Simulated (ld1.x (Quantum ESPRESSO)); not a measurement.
**What one change does to a pseudopotential (Sr, TM)**

```json
{
 "Element": "Sr",
 "Generator": "ld1.x (Quantum ESPRESSO) 7.5",
 "Type": "norm-conserving Troullier–Martins (Kleinman–Bylander form)",
 "Functional": "LDA (PZ)",
 "Relativity": "fully relativistic",
 "Frozen core": "[Ar] 3d10 4s2",
 "Valence charge": "8",
 "Reference configuration": "4p6 4d0 5s0 5p0 (charge +2)",
 "Partial waves": "5s (bound, empty): rc 2.70 bohr; 4p (bound): rc 1.95 bohr; 4d (bound, empty): rc 2.20 bohr; 4f channel at 0.35 Ry: rc 3.00 bohr",
 "Local potential": "all-electron potential smoothed inside 1.75 bohr (lloc = -1)",
 "Core correction": "a·sin(br)/r model core, default radius (core density twice the valence density)"
}
```

Open shells are filled in proportion to 2j + 1 (rel_dist='average').

Change: functional BLYP.

Cutoffs: the cutoffs (Ry, on a coarse ladder) from which the occupation-weighted sum of valence levels, in a spherical-Bessel basis at the reference potential, stays within 10 and 1 mRy of its value at 400 Ry; they do not see the model core or the augmentation charge, which bear on the density cutoff. Errors are all-electron minus pseudo energies relative to the spin-unpolarised reference configuration.

Q: What does the change do?

A: The potential gets neither clearly harder nor softer (30 Ry and 35 Ry → 30 Ry and 35 Ry); both files keep a bound ghost (s); of the 7 tests that both files solve, the error grows in 0 and shrinks in 3 by more than 15 % and 0.3 meV (median size 17.9 → 15.6 meV).

```tsv
quantity	base	changed
cutoff, loose	30 Ry	30 Ry
cutoff, tight	35 Ry	35 Ry
bound ghosts	s	s
error for 4p6 4d0 5s2 5p0, meV [ΔE -17.24 → -16.94 eV]	+31	+25
error for 4p6 4d0 5s1 5p0, meV [ΔE -11.18 → -11.13 eV]	+8.4	+6.6
error for 4p6 4d0 5s1.5 5p0, meV [ΔE -14.83 → -14.66 eV]	+19	+15
error for 4p6 4d1 5s0 5p0, meV [ΔE -9.38 → -9.25 eV]	-10	-9.0
error for 4p5 4d0 5s2 5p0, meV [ΔE 11.15 → 11.14 eV]	-226	-214
error for 4p6 4d1 5s1 5p0, meV [ΔE -14.90 → -14.59 eV]	+18	+16
error for 4p6 4d0 5s0 5p1, meV [ΔE -8.14 → -8.10 eV]	+15	+16
s: phases at 3.26 bohr within 0.05 rad from the reference energy up to (Ry; the scan ends near 5)	0.1	0.1
p1/2: phases at 3.26 bohr within 0.05 rad from the reference energy up to (Ry; the scan ends near 5)	3.1	3.1
p3/2: phases at 3.26 bohr within 0.05 rad from the reference energy up to (Ry; the scan ends near 5)	3.1	3.1
d3/2: phases at 3.26 bohr within 0.05 rad from the reference energy up to (Ry; the scan ends near 5)	to the end of the scan	to the end of the scan
d5/2: phases at 3.26 bohr within 0.05 rad from the reference energy up to (Ry; the scan ends near 5)	to the end of the scan	to the end of the scan
f5/2: phases at 3.26 bohr within 0.05 rad from the reference energy up to (Ry; the scan ends near 5)	2.4	2.4
f7/2: phases at 3.26 bohr within 0.05 rad from the reference energy up to (Ry; the scan ends near 5)	2.4	2.4
```

 A true bound ghost makes a file unfit for plane-wave use even where its test errors are small: the radial tests pick states by their node count and pass the ghost by.
